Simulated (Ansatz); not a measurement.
C$_{2}$H$_{5}$ClOSi (`CC1(Cl)O[SiH2]1`), relaxed with RKS PBE-D4/def2-SVP in the Gaussian-basis code of Ansatz from a rough embedded geometry. The force threshold is 0.03 eV/Å; the program also tests the step.

Total charge 0; spin multiplicity 1.

Start:

```xyz
10

C     0.313   -0.296    1.305
C    -0.526   -0.174    0.116
Cl   -1.881   -1.250    0.067
O    -0.745    1.192   -0.397
Si    0.171    0.380   -1.511
H     0.852   -1.299    1.291
H     1.155    0.447    1.285
H    -0.211   -0.169    2.186
H    -0.662    0.268   -2.776
H     1.535    0.901   -1.566
```

**Question.** How much energy does the relaxation release, and in how many steps? (An estimate is asked.)

**Answer.** The calculation gave: 49.17 kJ/mol, in 6 steps.

**Question.** Which bonds change most? (An estimate is asked.)

**Answer.** The calculation gave: C2–Cl3 from 1.730 to 1.822 Å; O4–Si5 from 1.655 to 1.736 Å; C1–H8 from 1.033 to 1.110 Å; C2–O4 from 1.476 to 1.426 Å.

**Question.** Give the relaxed structure. (An estimate is asked.)

**Answer.** The calculation gave: 
```xyz
10

C     0.365   -0.339    1.337
C    -0.427   -0.171    0.065
Cl   -1.869   -1.284    0.050
O    -0.768    1.173   -0.270
Si    0.144    0.476   -1.573
H     0.676   -1.392    1.469
H     1.265    0.306    1.317
H    -0.263   -0.042    2.203
H    -0.613    0.178   -2.825
H     1.490    1.096   -1.774
```
